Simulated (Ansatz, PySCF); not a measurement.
Pair of molecules: NH3 (SMILES N) (first 4 atoms) with CH4S (SMILES CS); geometry from B3LYP-D3(BJ)/def2-TZVP, rigid monomers moved along the line of their centres of mass till N1···H10 is 2.00 Å.
(charge 0, multiplicity 1):
```xyz
10

N     -0.175     0.033     0.747
H     -0.147     0.954     0.325
H      0.659    -0.464     0.453
H     -0.975    -0.457     0.364
C      0.622    -0.962     4.464
S     -0.509     0.407     4.056
H      1.626    -0.770     4.089
H      0.663    -1.026     5.551
H      0.254    -1.909     4.073
H     -0.406     0.298     2.712
```

Counterpoise-corrected where a basis set is named; no monomer relaxation. Rows marked so take none.

Correlated levels freeze the cores. Rows in 6-31G* carry no dispersion term and start afresh at each structure (6-31G* with six Cartesian d functions). MP2/6-31G* freezes PySCF's default core.

Codes used: Ansatz (a first-principles code) with Gaussian orbitals; PySCF for 6-31G* rows. Each number belongs to the level named beside it.

Problem. Estimate the interaction energy that MP2/6-31G* (no counterpoise) returns for this input.

Solution. -177 meV

Problem. What interaction energy does B3LYP/6-31G* (no counterpoise) give?

Solution. -184 meV

Problem. Give the interaction energy at the level SCS-MP2/aug-cc-pV(D+d)Z.

Solution. -34 meV
